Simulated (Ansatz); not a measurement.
C₅H₁₀Cl₂Si₂ (`C=C[Si@@H](Cl)C[Si@@H](Cl)C=C`). Total charge 0; spin multiplicity 1. The geometry is a stationary point of PBE0-D4/def2-TZVP. It is one conformer, not always the lowest.

```xyz
19

C    -1.971   -0.333   -2.213
C    -2.645   -0.217   -1.072
Si   -1.917    0.408    0.510
Cl   -2.801    2.234    0.935
C    -0.075    0.676    0.428
Si    1.005   -0.807    0.107
Cl    0.237   -2.460    1.082
C     2.741   -0.550    0.701
C     3.193    0.600    1.192
H    -0.921   -0.070   -2.294
H    -2.438   -0.699   -3.123
H    -3.698   -0.497   -1.065
H    -2.272   -0.474    1.644
H     0.207    1.104    1.397
H     0.140    1.436   -0.332
H     1.007   -1.159   -1.334
H     3.431   -1.389    0.627
H     2.557    1.475    1.292
H     4.222    0.724    1.519
```

Problem. What is the dipole moment at PBE/def2-TZVPP? (Estimate.)

Solution. Computed: 2.26 D, with components (1.89, 0.35, -1.19) D in this frame, pointing from negative to positive charge.

Problem. And with r2SCAN, B3LYP, ωB97M-V? (Estimate.)

Solution. The calculation gave: r2SCAN 2.35 D, B3LYP 2.33 D, ωB97M-V 2.35 D.

Problem. Give the Mulliken charges with PBE, ωB97M-V, r2SCAN in def2-TZVPP. (Best estimate.)

Solution. Computed: 
| atom | PBE | ωB97M-V | r2SCAN |
| --- | --- | --- | --- |
| C1 | -0.17 | -0.19 | -0.13 |
| C2 | -0.14 | -0.21 | -0.18 |
| Si3 | 0.37 | 0.42 | 0.49 |
| Cl4 | -0.24 | -0.23 | -0.27 |
| C5 | -0.29 | -0.48 | -0.33 |
| Si6 | 0.41 | 0.48 | 0.55 |
| Cl7 | -0.23 | -0.22 | -0.27 |
| C8 | -0.17 | -0.25 | -0.22 |
| C9 | -0.18 | -0.19 | -0.14 |
| H10 | 0.08 | 0.10 | 0.07 |
| H11 | 0.10 | 0.12 | 0.08 |
| H12 | 0.09 | 0.10 | 0.07 |
| H13 | -0.06 | -0.01 | -0.07 |
| H14 | 0.11 | 0.14 | 0.09 |
| H15 | 0.12 | 0.16 | 0.10 |
| H16 | -0.08 | -0.04 | -0.09 |
| H17 | 0.09 | 0.10 | 0.07 |
| H18 | 0.09 | 0.10 | 0.07 |
| H19 | 0.10 | 0.12 | 0.08 |

B3LYP here is the variant with VWN-RPA as its local correlation; programs differ in this.
